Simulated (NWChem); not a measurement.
System meant: KI; SMILES [K][I]

Here is an NWChem input.

```
start job
memory heap 200 mb stack 900 mb global 1100 mb
geometry units angstroms noautoz
  K      0.000000     0.000000    -2.281259
  I      0.000000     0.000000     0.789438
end
basis spherical
  * library def2-svp
end
ecp
  I library def2-ecp
end
dft
  xc b3lyp
  iterations 4
  mulliken
end
task dft energy
```

End of the output:

```
    Atom       Charge   Shell Charges
 -----------   ------   -------------------------------------------------------
    1 K   19    18.61   2.00  2.00  1.93  0.20  0.03  6.00  5.89  0.32  0.02  0.22
    2 I   25    25.39   1.25  0.73  1.04  0.80  2.77  3.19  2.53  3.07  9.48  0.53

 center of mass
 --------------
 x =   0.00000000 y =   0.00000000 z =   0.16813799

 moments of inertia (a.u.)
 ------------------
        1003.789091076645           0.000000000000           0.000000000000
           0.000000000000        1003.789091076645           0.000000000000
           0.000000000000           0.000000000000           0.000000000000

     Multipole analysis of the density
     ---------------------------------

     L   x y z        total         alpha         beta         nuclear
     -   - - -        -----         -----         ----         -------
     0   0 0 0     -0.000000    -22.000000    -22.000000     44.000000

     1   1 0 0     -0.000000     -0.000000     -0.000000      0.000000
     1   0 1 0     -0.000000     -0.000000     -0.000000      0.000000
     1   0 0 1     -4.257894     19.309086     19.309086    -42.876067

     2   2 0 0    -30.657797    -15.328898    -15.328898      0.000000
     2   1 1 0     -0.000000     -0.000000     -0.000000      0.000000
     2   1 0 1      0.000000      0.000000      0.000000      0.000000
     2   0 2 0    -30.657797    -15.328898    -15.328898      0.000000
     2   0 1 1      0.000000      0.000000      0.000000      0.000000
     2   0 0 2    -14.945100   -210.116369   -210.116369    405.287638

 ------------------------------------------------------------------------
 dft energy failed                                                                                  0
 ------------------------------------------------------------------------
 ------------------------------------------------------------------------
  current input line :
    18: task dft energy
 ------------------------------------------------------------------------
 ------------------------------------------------------------------------
 This type of error is most commonly associated with calculations not reaching convergence criteria
 ------------------------------------------------------------------------
 For more information see the NWChem manual at https://nwchemgit.github.io

0:dft energy failed:Received an Error in Communication
```

**Question.** What is wrong, and how is it mended?

**Answer.** The run did not converge; its last values are not results. Cause: the SCF was allowed too few iterations. This input runs:
```
start job
memory heap 200 mb stack 900 mb global 1100 mb
geometry units angstroms noautoz
  K      0.000000     0.000000    -2.281259
  I      0.000000     0.000000     0.789438
end
basis spherical
  K library def2-svp
  I library def2-svp
end
ecp
  I library def2-ecp
end
dft
  xc b3lyp
  iterations 150
  mulliken
end
task dft energy
```
It converges to -897.73563 Ha (B3LYP/def2-SVP with def2 effective core potentials on I).
